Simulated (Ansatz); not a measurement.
`F/C=N\C[SeH]` + H₂ → `C=NC[SeH]` + H–F  (hydrogenolysis of a C–F bond)

Program: Ansatz. Geometries: PBE0-D4/def2-TZVP. ΔE: electronic, gas phase. CCSD(T)/CBS is the MP2 limit (def2-TZVPP, def2-QZVPP) plus CCSD(T) − MP2 in def2-TZVPP, frozen cores. This one scheme is used for every species. DFT in def2-TZVPP. HSE06 is defined as in plane-wave codes. For Se outer-core shells are correlated without core-valence functions, which leaves a few kJ/mol of doubt a bond. Scalar relativity is left out up to krypton. Each species was taken in one conformer, which may not be the lowest.

`F/C=N\C[SeH]`:

Z-matrix (Å, degrees):
```
C
Se 1 1.962
N 1 1.435 2 112.6
H 1 1.091 2 107.7 3 126.3
H 1 1.089 2 103.8 3 -117.8
H 2 1.469 1 94.4 3 -76.3
C 3 1.242 1 120.3 2 90.8
F 7 1.346 3 124.6 1 -0.9
H 7 1.085 3 124.2 1 179.8
```

H₂:

Z-matrix (Å, degrees):
```
H
H 1 0.746
```

`C=NC[SeH]`:

Cartesian coordinates in Å:
```
C -0.390 1.285 -0.699
N -0.593 0.042 -0.741
C 0.399 -0.801 -0.144
Se -0.321 -1.777 1.393
H 0.498 1.736 -0.235
H -1.124 1.957 -1.141
H 0.672 -1.593 -0.843
H 1.304 -0.269 0.175
H -0.446 -0.580 2.235
```

H–F:

Z-matrix (Å, degrees):
```
F
H 1 0.920
```

| level | ΔE (kJ/mol) | difference from CCSD(T)/CBS |
| --- | --- | --- |
| LDA (SPW92) | -35.7 | 27.0 |
| revPBE-D4 | -40.8 | 21.9 |
| r2SCANh-D4 | -42.7 | 20.0 |
| HSE06-D4 | -50.6 | 12.1 |
| ωB97X-V | -45.1 | 17.6 |
| revPBE | -45.2 | 17.5 |
| PBE0 | -51.8 | 10.9 |
| BHLYP | -56.1 | 6.6 |
| HF/def2-TZVPP | -62.5 | 0.2 |
| MP2/def2-TZVPP | -60.6 | 2.1 |
| CCSD(T)/CBS | -62.7 | 0 |

Largest T1 diagnostic among the species: 0.012.

From BLYP to BHLYP (50 % exact exchange), in def2-TZVPP and without D4, ΔE moves by −13.1 kJ/mol. Leaving LDA and LC-ωPBE aside and taking each functional with its dispersion term where it has one, the values, not all of them listed here, spread over 18.5 kJ/mol, from PBE-QIDH to r2SCAN-D4. LDA lies +7.1 kJ/mol from PBE without D4. At CCSD(T), def2-SVP lies +19.5 kJ/mol from the extrapolated value and def2-TZVPP +4.2 kJ/mol.

CCSD(T)/CBS has its own doubt, a few kJ/mol and more with outer-core shells, so smaller differences from it don't rank the levels.
